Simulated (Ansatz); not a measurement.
Born–Oppenheimer molecular dynamics of ClF₂GeH (5 atoms, charge 0, multiplicity 1). It goes on from the last frame of an earlier run, with new velocities.

Method: RKS PBE/def2-SVP (Ansatz).

| Quantity | Value |
| --- | --- |
| ensemble | NVT, Nosé–Hoover chain |
| time step | 0.25 fs |
| steps asked | 250 |
| set temperature | 300 K |
| thermostat | time constant 300 fs, chain length 5 |
| temperature schedule | 62 steps to 300 K, then 188 steps to 10 K |
| seed | 44792 |

First frame:

```xyz
5
Properties=species:S:1:pos:R:3
Ge -0.001 -0.071 0.072
H 0.101 0.059 1.621
F 1.588 0.022 -0.585
F -0.875 1.288 -0.686
Cl -1.035 -1.688 -0.763
```

Task: How far do the bonds stretch over the last three quarters of this one trajectory? (Pairs bonded in most of those frames.)

Result: 
```csv
bond,mean (Å),spread (Å),shortest,longest
Ge1–H2,1.542,0.040,1.48,1.60
Ge1–F3,1.744,0.022,1.71,1.77
Ge1–F4,1.746,0.036,1.69,1.80
Ge1–Cl5,2.172,0.045,2.08,2.22
```

Mean temperature of the second half: 304 K. The conserved energy stayed within 0.013 meV per atom of its start (net change 0.0008 meV per atom), so the integration is sound. The schedule's set-point averaged 106 K over the second half and the system 304 K, so it lags behind the ramp. A run of 0.062 ps of so small a system gives no equilibrium averages.

Run time: 95 s on 2 threads of AMD EPYC 9R45 96-Core Processor (Zen 5), on a shared host, peak memory 0.14 GiB.
